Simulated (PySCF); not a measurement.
Vertical excitations of a molecule C2H7BO3 from TDDFT-LC-ωPBE/def2-SVPD run with PySCF 2.14.0, as energy in eV (oscillator strength): 8.10 (0.006), 8.29 (0.004), 8.80 (0.026), 9.04 (0.001), 9.30 (0.043), 9.75 (0.014), 9.86 (0.095), 10.00 (0.056), 10.04 (0.012), 10.17 (0.018). Lowest triplet (TDA): 7.84 eV. The structure is a stationary point at PBE0-D3(BJ)/def2-SVP. The values are those of a single conformer.

Identify the compound among the candidates.
A) OCCB(O)O
B) COCB(O)O
C) COB(O)OC
D) CCOB(O)O

D, CCOB(O)O
